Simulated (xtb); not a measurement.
xtb input file for ScF₂, SMILES [F][Sc][F] (connectivity only; charge and spin as stated), neutral, multiplicity 2, GFN2-xTB. 

```
$ xtb mol.xyz --gfn 2 --sp --chrg 0 --uhf 1 --json
$ cat mol.xyz
3

Sc    -0.00000000     0.00000000     0.55320549
F      0.00000000     1.40259978    -0.64540641
F      0.00000000    -1.40259978    -0.64540640
```

It prints:

```
[banner left out]
          |                Calculation Setup                |
           -------------------------------------------------



           -------------------------------------------------
          |                 G F N 2 - x T B                 |
           -------------------------------------------------

        Reference                      10.1021/acs.jctc.8b01176
      * Hamiltonian:
        H0-scaling (s, p, d)           1.850000    2.230000    2.230000
        zeta-weighting                 0.500000
      * Dispersion:
        s8                             2.700000
        a1                             0.520000
        a2                             5.000000
        s9                             5.000000
      * Repulsion:
        kExp                           1.500000    1.000000
        rExp                           1.000000
      * Coulomb:
        alpha                          2.000000
        third order                    shell-resolved
        anisotropic                    true
        a3                             3.000000
        a5                             4.000000
        cn-shift                       1.200000
        cn-exp                         4.000000
        max-rad                        5.000000


          ...................................................
          :                      SETUP                      :
          :.................................................:
          :  # basis functions                  18          :
          :  # atomic orbitals                  17          :
          :  # shells                            7          :
          :  # electrons                        17          :
          :  max. iterations                   250          :
          :  Hamiltonian                  GFN2-xTB          :
          :  restarted?                      false          :
          :  GBSA solvation                  false          :
          :  PC potential                    false          :
          :  electronic temp.          300.0000000     K    :
          :  accuracy                    1.0000000          :
          :  -> integral cutoff          0.2500000E+02      :
          :  -> integral neglect         0.1000000E-07      :
          :  -> SCF convergence          0.1000000E-05 Eh   :
          :  -> wf. convergence          0.1000000E-03 e    :
          :  Broyden damping             0.4000000          :
          :  net charge                          0          :
          :  unpaired electrons                  1          :
          ...................................................

 iter      E             dE          RMSdq      gap      omega  full diag
   1    -10.1417905 -0.101418E+02  0.203E+01    0.49       0.0  T
   2    -10.5323227 -0.390532E+00  0.120E+01    1.20       1.0  T
   3    -10.5821450 -0.498223E-01  0.108E+01    1.24       1.0  T
   4    -10.4043210  0.177824E+00  0.836E+00    0.72       1.0  T
   5    -10.5800451 -0.175724E+00  0.272E+00    1.28       1.0  T
   6    -10.5825648 -0.251968E-02  0.939E-01    1.29       1.0  T
   7    -10.5826838 -0.118997E-03  0.141E-01    1.31       1.0  T
   8    -10.5826774  0.644086E-05  0.933E-02    1.31       1.0  T
   9    -10.5826817 -0.427965E-05  0.404E-02    1.31       1.4  T
  10    -10.5826838 -0.212339E-05  0.139E-02    1.31       4.1  T
  11    -10.5826840 -0.166217E-06  0.104E-02    1.31       5.6  T
  12    -10.5826842 -0.209776E-06  0.669E-04    1.31      86.3  T
  13    -10.5826842 -0.741583E-09  0.214E-04    1.31     269.8  T

   *** convergence criteria satisfied after 13 iterations ***

         #    Occupation            Energy/Eh            Energy/eV
      -------------------------------------------------------------
         1        2.0000           -0.8170546             -22.2332
       ...           ...                  ...                  ...
         3        2.0000           -0.5098937             -13.8749
         4        2.0000           -0.4941014             -13.4452
         5        2.0000           -0.4852111             -13.2033
         6        2.0000           -0.4822450             -13.1226
         7        2.0000           -0.4778331             -13.0025
         8        2.0000           -0.4759956             -12.9525
         9        1.0000           -0.3588172              -9.7639 (HOMO)
        10                         -0.3106295              -8.4527 (LUMO)
        11                         -0.3097030              -8.4274
        12                         -0.3066981              -8.3457
        13                         -0.3017890              -8.2121
        14                         -0.2988733              -8.1328
       ...                                ...                  ...
        17                          0.2639682               7.1829
      -------------------------------------------------------------
                  HL-Gap            0.0481878 Eh            1.3113 eV
             Fermi-level           -0.3761429 Eh          -10.2354 eV

 SCC (total)                   0 d,  0 h,  0 min,  0.003 sec
 SCC setup                      ...        0 min,  0.000 sec (  3.955%)
 Dispersion                     ...        0 min,  0.000 sec (  0.988%)
 classical contributions        ...        0 min,  0.000 sec (  0.825%)
 integral evaluation            ...        0 min,  0.000 sec ( 13.369%)
 iterations                     ...        0 min,  0.002 sec ( 60.048%)
 molecular gradient             ...        0 min,  0.000 sec ( 17.475%)
 printout                       ...        0 min,  0.000 sec (  2.987%)

         :::::::::::::::::::::::::::::::::::::::::::::::::::::
         ::                     SUMMARY                     ::
         :::::::::::::::::::::::::::::::::::::::::::::::::::::
         :: total energy             -10.567744608949 Eh    ::
         :: gradient norm              0.000220589035 Eh/a0 ::
         :: HOMO-LUMO gap              1.311255434165 eV    ::
         ::.................................................::
         :: SCC energy               -10.582684161754 Eh    ::
         :: -> isotropic ES            0.082711110404 Eh    ::
         :: -> anisotropic ES          0.001145571324 Eh    ::
         :: -> anisotropic XC         -0.009903813116 Eh    ::
         :: -> dispersion             -0.000876754311 Eh    ::
         :: repulsion energy           0.014939552805 Eh    ::
         :: add. restraining           0.000000000000 Eh    ::
         :: total charge              -0.000000000004 e     ::
         :::::::::::::::::::::::::::::::::::::::::::::::::::::

           -------------------------------------------------
          |                Property Printout                |
           -------------------------------------------------

    * Orbital Energies and Occupations

         #    Occupation            Energy/Eh            Energy/eV
      -------------------------------------------------------------
         1        2.0000           -0.8170546             -22.2332
         2        2.0000           -0.8036986             -21.8698
         3        2.0000           -0.5098937             -13.8749
         4        2.0000           -0.4941014             -13.4452
         5        2.0000           -0.4852111             -13.2033
         6        2.0000           -0.4822450             -13.1226
         7        2.0000           -0.4778331             -13.0025
         8        2.0000           -0.4759956             -12.9525
         9        1.0000           -0.3588172              -9.7639 (HOMO)
        10                         -0.3106295              -8.4527 (LUMO)
        11                         -0.3097030              -8.4274
Note: The following floating-point exceptions are signalling: IEEE_DENORMAL
normal termination of xtb
        12                         -0.3066981              -8.3457
        13                         -0.3017890              -8.2121
        14                         -0.2988733              -8.1328
        15                         -0.1104827              -3.0064
        16                          0.1958012               5.3280
        17                          0.2639682               7.1829
      -------------------------------------------------------------
                  HL-Gap            0.0481878 Eh            1.3113 eV
             Fermi-level           -0.3761429 Eh          -10.2354 eV

     #   Z          covCN         q      C6AA      α(0)
     1  21 Sc       1.288     0.797   269.870    34.903
     2   9 F        0.644    -0.399    13.533     4.341
     3   9 F        0.644    -0.399    13.533     4.341

 Mol. C6AA /au·bohr⁶  :        530.008975
 Mol. C8AA /au·bohr⁸  :      46037.117427
 Mol. α(0) /au        :         43.586243


Wiberg/Mayer (AO) data.
largest (>0.10) Wiberg bond orders for each atom

 ---------------------------------------------------------------------------
     #   Z sym  total        # sym  WBO       # sym  WBO       # sym  WBO
 ---------------------------------------------------------------------------
     1  21 Sc   1.958 --     3 F    0.979     2 F    0.979
     2   9 F    1.035 --     1 Sc   0.979
     3   9 F    1.035 --     1 Sc   0.979
 ---------------------------------------------------------------------------

Topologies differ in total number of bonds
Writing topology from bond orders to xtbtopo.mol

molecular dipole:
                 x           y           z       tot (Debye)
 q only:        0.000      -0.000       1.806
   full:       -0.000      -0.000       1.366       3.472
molecular quadrupole (traceless):
                xx          xy          yy          xz          yz          zz
 q only:        2.957       0.000      -5.443       0.000       0.000       2.485
  q+dip:        3.785       0.000      -5.202      -0.000       0.000       1.417
   full:        7.111       0.000      -5.859       0.000       0.000      -1.252


           -------------------------------------------------
          | TOTAL ENERGY              -10.567744608949 Eh   |
          | GRADIENT NORM               0.000220589035 Eh/α |
          | HOMO-LUMO GAP               1.311255434165 eV   |
           -------------------------------------------------

------------------------------------------------------------------------
------------------------------------------------------------------------
 total:
 SCF:
```

The calculation finished and met its thresholds.

Cost: roughly 0.04 core-seconds.
